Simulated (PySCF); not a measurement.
Computed IR spectrum (relative IR intensity) of a molecule C5H8O. Coordinates come from a B3LYP-D3(BJ)/def2-SVP optimisation. The values are those of a single conformer. Level of theory: B3LYP-D3(BJ)/def2-SVP run with PySCF. No scaling factor is applied to the harmonic values.

| ν (cm⁻¹) | relative intensity |
|---|---|
| 565 | 2.7 |
| 847 | 17 |
| 952 | 13 |
| 977 | 5.2 |
| 1037 | 3.9 |
| 1046 | 10 |
| 1171 | 13 |
| 1240 | 100 |
| 1261 | 5.4 |
| 1334 | 5.5 |
| 1395 | 28 |
| 1419 | 3.9 |
| 1431 | 4.5 |
| 1477 | 9.9 |
| 1730 | 63 |
| 2960 | 18 |
| 2991 | 14 |
| 3125 | 6.8 |
| 3145 | 2.4 |
| 3158 | 3.2 |

**Question.** Which structure fits?
(A) C=C(C)CC=O
(B) O=C1CCCC1
(C) CC1CC(=O)C1
(D) C=CCOC=C

**Answer.** D, C=CCOC=C
